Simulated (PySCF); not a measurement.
# One molecule, several mistakes: BCClGeH3

These are calculations, not measurements. They come from PySCF 2.14.0, an open-source quantum chemistry program, on an isolated molecule that a program drew, which may never have been made. The molecule is BCClGeH3 (charge 0, doublet), drawn as the SMILES string `[BH][CH]=[GeH][Cl]`.

Each row is a Hartree-Fock (HF) and frozen-core CCSD(T) single point in the cc-pV(D+d)Z basis, meant for a local HF minimum. Run 1 is clean. Each other run has one planted mistake out of seven kinds, and not every kind appears here: one electron removed, one electron added, multiplicity raised by two, geometry at a saddle point, minimal basis STO-3G, one bond length entered in bohr, all coordinates scaled. The reference is restricted for singlets and unrestricted otherwise, and also for a bond in bohr. Adding or removing an electron swaps singlet and doublet. Electrons count all cores. HOMO and LUMO are orbital energies over both spins, the gradient is its largest component, and the lowest frequency (negative if imaginary) is given only where the gradient is small. Bond lengths are over the 6 bonds as drawn. T1 is the CCSD diagnostic: over 0.02 (restricted) or 0.045 (unrestricted) a single reference is doubtful. Germanium has the cc-pVDZ-PP basis, with a core potential (ECP10MDF) in place of its 10 inner electrons, and its 3s, 3p and 3d shells are frozen in CCSD(T).

Geometry of the clean run:
```xyz
7
BCClGeH3, angstrom
B    -2.0967   -0.4496    2.5059
C    -2.5255   -0.7278    1.2193
Ge   -1.2938   -0.4487   -0.2274
Cl    0.6470    0.0596    0.6894
H    -1.7011   -0.2109    3.5855
H    -3.5269   -1.0491    0.9553
H    -1.0391   -1.7012   -1.0870
```

```
run  electrons  basis functions  <S^2>  HOMO (eV)  LUMO (eV)  gradient (hartree/bohr)  lowest frequency (cm^-1)  mean bond (Å)  longest bond (Å)      T1  HF (hartree)  CCSD(T) (hartree)                          mistake
  1         63               89  0.775      -8.47       0.74                  1.3e-05                       104         1.5516             2.206  0.0175    -817.14611         -817.62379                         no fault
  2         64               89  0.000      -1.03       6.86                  6.5e-02                         -         1.5516             2.206  0.0237    -817.14961         -817.65895               one electron added
  3         63               89  1.744      -7.35      -0.86                  7.7e-03                         -         1.8787             4.168  0.0428    -817.03287         -817.48657  one bond length entered in bohr
  4         63               89  0.771      -8.37       0.92                  1.8e-02                         -         1.5159             2.155  0.0165    -817.14223         -817.61700                                ?
  5         62               89  0.000     -15.41      -6.78                  6.7e-02                         -         1.5516             2.206  0.0195    -816.86228         -817.34043                                ?
```

**Which mistake was planted in run 4, and what did it cost?**

The mean and the longest bond both change by the same factor, 0.977, and the gradient is no longer small. So the mistake is: all coordinates scaled. Subtracting run 1 and multiplying by 627.51 kcal/mol a hartree, the energy moved by 2.4 kcal/mol in HF and 4.3 kcal/mol in CCSD(T).

**Which mistake was planted in run 5, and what did it cost?**

It counts 62 electrons, one fewer than the clean run, at the same geometry and basis. So the mistake is: one electron removed. Subtracting run 1 and multiplying by 627.51 kcal/mol a hartree, the energy moved by 178.1 kcal/mol in HF and 177.8 kcal/mol in CCSD(T).

Cautions from the logs. Run 2: T1 is over the limit, so its CCSD(T) energy is less reliable.
